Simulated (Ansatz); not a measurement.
The cluster Ca₂S₂⁻. Total charge -1; doublet. Geometry r2SCAN-D4/def2-TZVP, that of the neutral singlet; atoms count from 1.

```csv
atom,x (Å),y (Å),z (Å)
Ca1,-0.753,-1.268,-0.738
Ca2,0.754,1.262,0.747
S3,1.698,-0.663,-0.593
S4,-1.699,0.669,0.584
```

The highest occupied level of the charge -1 doublet lies above zero (up to 0.20 eV). By energy differences its removal costs 0.78 eV (vertical, to the charge 0 singlet, at PBE0-D4/def2-TZVPD); a positive level beside a positive removal energy at the same level points to self-interaction error. The structure comes from a short search, and lower isomers may exist.

Question: Estimate the Mulliken populations from the PBE0/def2-TZVPD orbitals of Ansatz.

Answer: 
```tsv
atom	charge (e)	spin (α − β)
Ca1	0.81	0.53
Ca2	0.81	0.53
S3	-1.31	-0.03
S4	-1.31	-0.03
```
Mulliken values and Mayer orders depend strongly on the basis. With diffuse functions, as here, like atoms can get unlike values, and bond orders can come out too low or too high.

Question: Where does the spin sit?

Answer: Summed by element: Ca 1.07, S -0.07, of 1 unpaired in all. Largest on single atoms: Ca1 0.53, Ca2 0.53, S3 -0.03.

Question: And the Mayer bond orders between bonded heavy atoms (over 0.3)?

Answer: Ca1–Ca2 0.55 (3.30 Å); Ca1–S3 0.55 (2.53 Å); Ca1–S4 0.55 (2.53 Å); Ca2–S3 0.55 (2.53 Å); Ca2–S4 0.55 (2.53 Å).
